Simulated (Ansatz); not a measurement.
Reaction (redistribution): `[CH3][Ga]([NH2])[Cl]` + `CB(N)Br` → `[NH2][Ga]([Cl])[Br]` + `CB(C)N`

Calculated with Ansatz (gas phase, PBE0-D4/def2-TZVP geometries, no zero-point term in ΔE). CBS: MP2 limit from def2 TZ/QZ plus the TZ coupled-cluster correction, frozen cores. Functionals use def2-TZVPP. B3LYP here is the variant with VWN-RPA as its local correlation; programs differ in this. For Br, Ga outer-core shells are correlated without core-valence functions, which leaves a few kJ/mol of doubt a bond. Scalar relativity is left out up to krypton. One conformer a species, not always the lowest.

(1) Is it downhill or uphill in electronic energy at CCSD(T)/CBS, and by how much? (Estimate.)

(2) What do these levels give: PBE-D4, B2PLYP, r2SCAN, B3LYP, MP2/def2-SVP, HF/CBS(def2)? (An estimate is asked.)

Largest T1 diagnostic among the species: 0.012.

## Answers

(1) The calculation gave: Downhill: ΔE = -0.35 eV.

(2) Ansatz gave: PBE-D4 -0.37, B2PLYP -0.41, r2SCAN -0.40, B3LYP -0.43, MP2/def2-SVP -0.45, HF/CBS(def2) -0.58 eV.

In def2-TZVPP, CCSD(T) changes the Hartree–Fock value by +0.19 eV (the triples alone add +0.02 eV) and MP2 by +0.23 eV. At CCSD(T), def2-SVP lies −0.13 eV from the extrapolated value and def2-TZVPP −0.04 eV. Leaving LDA and LC-ωPBE aside and taking each functional with its dispersion term where it has one, the values, not all of them listed here, spread over 0.12 eV, from BHLYP-D4 to PBE-D4.
